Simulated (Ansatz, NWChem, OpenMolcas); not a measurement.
Worked example: SiHBr + SiH3 → SiH + SiH3Br

Gas-phase species: SiHBr `[SiH]Br`, singlet; SiH3 (silyl radical) `[SiH3]`, doublet; SiH, doublet; SiH3Br `[SiH3]Br`, singlet. A radical takes Br: the energy is the difference in strength between two Si–Br bonds in different surroundings.

Shapes, held fixed at every level: PBE0-D4/def2-TZVP. Programs: Ansatz 0.2.0, NWChem 7.3.0, OpenMolcas 26.06. A level may come from different programs for different species; with the same settings they agree closely. Electronic energies: no zero-point or thermal term.

At PBE0/def2-SVP; 1 Eh = 2625.50 kJ/mol:

```
species   energy (Eh)
  SiHBr  -2863.407575
   SiH3   -291.006712
    SiH   -289.764655
 SiH3Br  -2864.654408
```

Q: Work out ΔE of the reaction at this level.

A: 
1. Products less reactants: (-289.764655) + (-2864.654408) − [(-2863.407575) + (-291.006712)] = -0.004776 Eh = -12.5 kJ/mol.

Other levels give -37.5 (HF/3-21G) to -14.9 kJ/mol (B3LYP/6-31G* (spherical functions)). No measured value is set beside it here. Open shells run unrestricted. Relativity is left out for Br.
